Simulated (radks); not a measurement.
Kinetic energies: the exact non-interacting value of the Kohn-Sham orbitals and orbital-free approximations, as 100 (|E| - |E exact|)/|E exact|, negative where the magnitude is too small. Species: Ga28+ [He] 2s1; K12+ [He] 2s2 2p3. Method: non-relativistic Kohn-Sham, PBE, spin-polarised, spherical densities, point nucleus; computed with a radial shooting solver on a logarithmic mesh with Libxc functionals. Every spin shell is full or empty, so the densities are truly spherical. Functionals are evaluated on that one density, not self-consistently.

functional         Ga28+     K12+
exact (hartree)  1049.47  508.745
Thomas-Fermi       -9.96    -8.18
von Weizsacker     -7.48   -29.52
TF + vW/9          +0.32    -0.35
TF + vW/5          +8.55    +5.91
LC94               +0.13    +0.05
APBEK              +0.08    +0.11
revAPBEK           +0.89    +0.62
Perdew 92          +0.34    -0.33
Thakkar            +0.30    -0.06
LKT               +54.46   +38.03
DePristo-Kress     -0.18    -0.45
